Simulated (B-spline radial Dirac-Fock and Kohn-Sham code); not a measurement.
# Re: eigenvalues, ΔSCF and the reference

System: the free rhenium atom in the configuration [Xe] 4f14 5d5 6s1 6p1 (an excited configuration).

The density-functional columns are spherical, spin-unpolarised Dirac-Kohn-Sham results without Breit or QED terms: −ε is minus the orbital energy of the initial state and ΔSCF the difference of two total energies. The reference in the last column comes from Dirac-Fock ΔSCF + Breit + QED. All numbers are from a radial B-spline solver, in eV; a selection of levels is shown. For the 1s level of heavy atoms much of the gap between ΔSCF and the reference is the Breit and QED part, -365.2 eV here; for other levels the error of the functional can be larger.

```
level   LDA −ε  LDA ΔSCF  Dirac-Fock
   1s  71474.3   72037.2     71683.7
   2s  12387.1   12488.6     12546.5
2p1/2  11859.7   11991.1     11970.5
2p3/2  10421.6   10533.7     10547.1
   3s   2868.5    2896.4      2951.1
3p1/2   2631.8    2662.0      2696.6
3p3/2   2319.6    2346.7      2383.7
3d3/2   1919.4    1952.6      1961.7
3d5/2   1851.5    1883.6      1895.1
   4s    599.2     611.2       642.9
4p1/2    500.3     512.3       536.3
4p3/2    427.3     438.6       463.2
4d3/2    264.3     275.5       288.1
4d5/2    250.8     261.8       274.7
4f5/2    45.55     55.59       52.61
4f7/2    43.03     52.98       50.22
5p1/2    56.90     63.04       63.57
5p3/2    45.80     51.59       52.63
   5d     7.10     11.60       10.02
   6s     7.28     10.53        8.96
   6p     2.31      4.69        3.88
```

Values without a named source are computed, but for edge energies of neutral atoms, which are taken from tables.
